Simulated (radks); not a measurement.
He I, configuration [He]. Method: non-relativistic Kohn-Sham, r2SCAN, spin-polarised, spherical densities, point nucleus; meta-GGA in the generalised Kohn-Sham scheme; hard spherical wall at 5 bohr; computed with a radial shooting solver on a logarithmic mesh with Libxc functionals.

Radial electron density D(r) = 4 pi r^2 rho(r):

r (bohr)  D(r) (e/bohr)
0.05358          0.1069
0.06338          0.1439
0.07498          0.1923
0.08869          0.2548
0.1049           0.3344
0.1241           0.4339
0.1468           0.5554
0.1737           0.6998
0.2054           0.8655
0.243             1.048
0.2875            1.237
0.3401            1.419
0.4023            1.575
0.4759            1.683
0.563             1.722
0.6659            1.677
0.7878            1.545
0.9319            1.335
1.102             1.073
1.304            0.7931
1.543            0.5325
1.825            0.3197
2.159            0.1683
2.553           0.07580
3.021           0.02825
3.573          0.008168
4.227          0.001441

D(r) has 1 maximum, at r = 0.563 bohr.
